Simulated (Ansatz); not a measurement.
Geometry optimisation, Ansatz, RKS PBE/def2-SVP.

Input:

```yaml
crystal:
  periodic: [false, false, false]
  atoms:
    - { symbol: Si, position_ang: [-0.745, -0.5863, 0.415] }
    - { symbol: H, position_ang: [1.0084, -0.3912, 1.0691] }
    - { symbol: H, position_ang: [-1.9148, -1.0935, -0.3384] }
    - { symbol: H, position_ang: [-0.99, -1.1661, 1.755] }
    - { symbol: Si, position_ang: [-0.8062, 1.7325, 0.1817] }
    - { symbol: H, position_ang: [1.8759, -0.7897, 0.8728] }
    - { symbol: As, position_ang: [1.3441, -1.7947, -0.7564] }
    - { symbol: H, position_ang: [0.1807, 2.4226, 1.0177] }
    - { symbol: H, position_ang: [-2.1136, 2.3071, 0.4992] }
    - { symbol: H, position_ang: [-0.5064, 2.084, -1.209] }
    - { symbol: H, position_ang: [1.7077, -0.4602, -1.3308] }
    - { symbol: H, position_ang: [0.9594, -2.2646, -2.176] }
basis:
  gaussian: { orbitals: def2-SVP }
hamiltonian:
  xc: pbe
relax:
  f_tol: 0.15
  max_steps: 25
  restrain:
    - { distance: [0, 6], at: 3.6, k: 30.0 }
    - { distance: [5, 1], at: 1.92, k: 30.0 }
    - { distance: [0, 1], at: 1.42, k: 30.0 }
    - { distance: [5, 6], at: 1.5, k: 30.0 }
```

Run as:

```bash
$ ansatz run input.yaml --threads 2 --pin off --max-ram 3072MiB --backend cpu --events-out ev --progress --plain --runs-dir out
```

Problem. Where does it end, and by what steps?

Solution. The run converged. The restraints hold the end off the free minimum. After 12 steps the energy has fallen by 1.637 eV (the restraints' own energy left out); H12 moved furthest, 1.52 Å. Joined: Si1–H2 (1.88 → 1.45 Å), H6–As7 (1.99 → 1.51 Å).

```json
{"step": "0", "energy less start (eV)": "0.0000", "largest force component (eV/Å)": "3.068", "accepted": "yes"}
{"step": "1", "energy less start (eV)": "1.7233", "largest force component (eV/Å)": "3.228", "accepted": "yes"}
{"step": "2", "energy less start (eV)": "3.1572", "largest force component (eV/Å)": "3.976", "accepted": "yes"}
{"step": "3", "energy less start (eV)": "3.3425", "largest force component (eV/Å)": "2.983", "accepted": "yes"}
{"step": "4", "energy less start (eV)": "2.4720", "largest force component (eV/Å)": "1.887", "accepted": "yes"}
{"step": "5", "energy less start (eV)": "1.5221", "largest force component (eV/Å)": "1.411", "accepted": "yes"}
{"step": "6", "energy less start (eV)": "0.8342", "largest force component (eV/Å)": "1.114", "accepted": "yes"}
{"step": "7", "energy less start (eV)": "0.2874", "largest force component (eV/Å)": "2.141", "accepted": "yes"}
{"step": "8", "energy less start (eV)": "-0.4783", "largest force component (eV/Å)": "2.827", "accepted": "yes"}
{"step": "9", "energy less start (eV)": "-1.1103", "largest force component (eV/Å)": "1.278", "accepted": "yes"}
{"step": "10", "energy less start (eV)": "-1.4713", "largest force component (eV/Å)": "0.982", "accepted": "yes"}
{"step": "11", "energy less start (eV)": "-1.6124", "largest force component (eV/Å)": "1.048", "accepted": "yes"}
{"step": "12", "energy less start (eV)": "-1.6365", "largest force component (eV/Å)": "1.100", "accepted": "yes"}
```

```xyz
12
Properties=species:S:1:pos:R:3
Si -0.911 -0.331 1.007
H 0.434 -0.881 1.013
H -1.784 -1.155 0.101
H -1.459 -0.429 2.409
Si -0.935 1.925 0.313
H 1.692 -1.851 -0.084
As 1.268 -1.689 -1.528
H 0.003 2.717 1.185
H -2.323 2.494 0.442
H -0.492 2.072 -1.118
H 2.049 -0.369 -1.657
H 2.460 -2.503 -2.083
```

The run took 16 s on 2 threads of Intel(R) Xeon(R) 6975P-C (Granite Rapids) (shared host), peak memory 0.17 GiB.
